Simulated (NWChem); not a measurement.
Species: MgHBr; SMILES [MgH][Br]

```xyz
3

Mg    -0.0006    -1.6284     0.0000
H     -0.0024    -3.3150     0.0000
Br     0.0004     0.7317     0.0000
```
Atoms are numbered in this order, from 1.

Program: NWChem. Pople sets run with spherical d functions. All runs use the structure optimised with PBE0/def2-SVP. B3LYP is NWChem's, with the RPA form of VWN correlation. GIAO values for the isolated, static molecule; σ is the absolute isotropic shielding, δ = σ(reference) − σ with the isolated reference molecule computed at the same levels (1H: tetramethylsilane). Spin-orbit effects, on the heavy nuclei and on their neighbours, are missing.

Problem. Estimate the computed values for B3LYP/6-31G*. Quantities: σ Mg1 (ppm); δ H2 (ppm); σ Br3 (ppm).

Solution. 
```json
{
 "σ Mg1 (ppm)": "523.0",
 "δ H2 (ppm)": "5.35",
 "σ Br3 (ppm)": "2881.9"
}
```
